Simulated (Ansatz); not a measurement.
[FeH6]4- (FeH6⁴⁻), relaxed as a quintet with UKS PBE-D4/def2-TZVPD in Ansatz, starting from the PBE-D4/def2-TZVPD geometry of the charge -4 singlet. Force threshold 0.02 eV/Å.

A multiply charged anion in the gas phase is held together partly by the finite basis. The highest occupied level of the charge -4 quintet lies above zero (up to 11.98 eV). It is a level of α spin, whose loss leaves a quartet; that state wasn't run at this geometry and level. The electron is either unbound and held by the finite basis, or the level is raised by self-interaction error. At PBE-D4/def2-TZVPD a singlet of charge -4 lies 0.29 eV below the quintet, each at its own geometry. That singlet is doubtful there (restricted singlet, unstable towards broken spin symmetry).

Start:

```xyz
7

Fe   -0.1781   -0.0787    0.0310
H     0.7646    0.0588   -1.0664
H    -0.2118   -1.1267    1.0801
H    -1.2195    0.8846    0.4635
H     1.1729   -0.2200    0.5472
H     0.4467    1.2318    0.0940
H    -0.7748   -0.7497   -1.1493
```

Q: Estimate the energy that the relaxation releases and the steps that it takes.

A: 19.3 kcal/mol, in 21 steps; 2.7 min on 4 threads of Arm Neoverse V2 on a shared host. No frequencies were taken in this run, so the end may be a saddle point.

Q: Does the start keep its bonding and symmetry?

A: By distances, no bond broke or formed. The bond that changes most is Fe1–H7, from 1.48 to 1.42 Å (atoms count from 1). A close non-bonded pair moves further: H5–H6, from 1.69 to 2.63 Å. Point group Cs at the start, C2v at the end, both within 0.05 Å.

Q: Predict the relaxed structure.

A: 
Cartesian coordinates in Å:
```
Fe -0.032 0.080 0.023
H 0.978 0.315 -1.024
H -0.743 -0.906 0.856
H -0.986 0.806 0.902
H 0.988 -0.847 0.358
H 0.048 1.542 -0.234
H -0.254 -0.991 -0.881
```
Bond lengths: 6 × Fe–H 1.42 to 1.49 Å.
